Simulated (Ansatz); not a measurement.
Geometry optimisation, UKS B3LYP-D4/def2-SVP in Ansatz.

input.yaml

```yaml
crystal:
  periodic: [false, false, false]
  atoms:
    - { symbol: F, position_ang: [0.8153, -0.3182, 0.4032] }
    - { symbol: Ag, position_ang: [-0.7858, 0.258, -0.3991] }
magnetization:
  spin_polarized: true
basis:
  gaussian: { orbitals: def2-SVP }
hamiltonian:
  xc: b3lyp
  dispersion: d4
relax:
  f_tol: 0.02
  max_steps: 40
output:
  orbitals: {}
```

Command:

```bash
$ ansatz run input.yaml --threads 1 --pin off --max-ram 2048MiB --backend cpu --events-out ev --progress --plain --runs-dir out
```

Q: Where does it end, and by what steps?

A: It converged. After 3 steps the energy has fallen by 0.095 eV; F1 moved furthest, 0.05 Å.

```tsv
step	energy less start (eV)	largest force component (eV/Å)	accepted
0	0.0000	1.772	yes
1	-0.0844	0.523	yes
2	-0.0945	0.048	yes
3	-0.0946	0.001	yes
```

```xyz
2
Properties=species:S:1:pos:R:3
F 0.857 -0.333 0.424
Ag -0.828 0.273 -0.420
```

Run time: 37 s on 1 thread of Intel(R) Xeon(R) Processor @ 2.50GHz (Skylake/Cascade Lake) (shared host), peak memory 0.13 GiB.
